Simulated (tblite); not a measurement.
C₅H₁₀BNS.
Numbering: `[CH3:1][C:2]#[C:3][B:4]([NH2:5])[S:6][CH2:7][CH3:8]` (hydrogens: H9, H10, H11 on C1; H12, H13 on N5; H14, H15 on C7; H16, H17, H18 on C8)

Computed with GFN2-xTB (tblite), gas phase: L-BFGS steps from a force-field or distance-geometry start until the largest atomic force falls under 0.01 eV/Å.

Geometry at step 9:
```
atom  x, y, z in Å
C1     -4.0535    0.5573    0.2226
C2     -2.6508    0.1711    0.1950
C3     -1.4561   -0.0587    0.2428
B4     -0.1460   -0.6288   -0.2593
N5      0.0978   -2.0445   -0.1958
S6      0.9928    0.5972   -1.1860
C7      2.3025    1.1980    0.0189
C8      3.2669    0.1339    0.5750
H9     -4.1128    1.6254    0.0129
H10    -4.6068   -0.0188   -0.5251
H11    -4.4543    0.3131    1.2121
H12    -0.2367   -2.5874    0.5936
H13    -0.1515   -2.5270   -1.0530
H14     2.7930    1.9224   -0.6265
H15     1.8227    1.7784    0.8067
H16     2.7301   -0.7688    0.8573
H17     4.0301   -0.1687   -0.1442
H18     3.8238    0.5122    1.4471
```

Q: What forces act on the atoms?

A: 
| atom | Fx (eV/Å) | Fy (eV/Å) | Fz (eV/Å) |
| --- | --- | --- | --- |
| C1 | 0.496 | -0.300 | 0.093 |
| C2 | 0.420 | 0.051 | 0.184 |
| C3 | -0.461 | -0.092 | -0.177 |
| B4 | -0.088 | 0.222 | 0.399 |
| N5 | -0.155 | 0.129 | -0.321 |
| S6 | 0.173 | -0.375 | 0.309 |
| C7 | 0.030 | -0.348 | -0.157 |
| C8 | 0.002 | 0.248 | -0.109 |
| H9 | -0.242 | -0.084 | 0.069 |
| H10 | 0.080 | 0.172 | 0.061 |
| H11 | -0.042 | 0.212 | -0.160 |
| H12 | -0.223 | 0.291 | -0.167 |
| H13 | 0.688 | 0.014 | 0.171 |
| H14 | 0.332 | -0.056 | 0.021 |
| H15 | -0.207 | -0.334 | 0.098 |
| H16 | -0.109 | 0.090 | 0.122 |
| H17 | -0.260 | 0.150 | -0.206 |
| H18 | -0.435 | 0.010 | -0.230 |

The largest, 0.71 eV/Å, acts on H13; the rms over all components is 0.243 eV/Å. The forces sum to zero within rounding, as they must for an isolated molecule in no field.

Q: Give the force on H13 in Eh/bohr and in nN.

A: 0.709 eV/Å ÷ 51.422 = 0.01379 Eh/bohr, and 0.709 eV/Å × 1.602 = 1.14 nN.

Q: How far is this geometry from the end of the optimisation?

A: 1.356 eV above it, and 1.599 Å rms away after alignment. The bonds farthest from their final lengths, with half the difference of the two atoms' forces along the bond (positive lengthens):

```
  bond  now (Å)  final (Å)  force along bond (eV/Å)
 B4–S6    1.913      1.821                    -0.09
 B4–N5    1.438      1.392                    +0.02
 S6–C7    1.878      1.833                    -0.20
 C7–C8    1.540      1.517                    -0.21
C8–H18    1.102      1.089                    -0.20
 C2≡C3    1.218      1.206                    -0.43
```

The angle farthest from its final value is C2–C3–B4, 155.1° against 177.2°.

Of the 6 listed bonds off by 0.010 Å or more, this force points towards the final length in 5.

The cost below is that of the whole relaxation. Time: 2.5 s of wall time. Hardware: one thread of an Arm Neoverse N1, on a shared host.
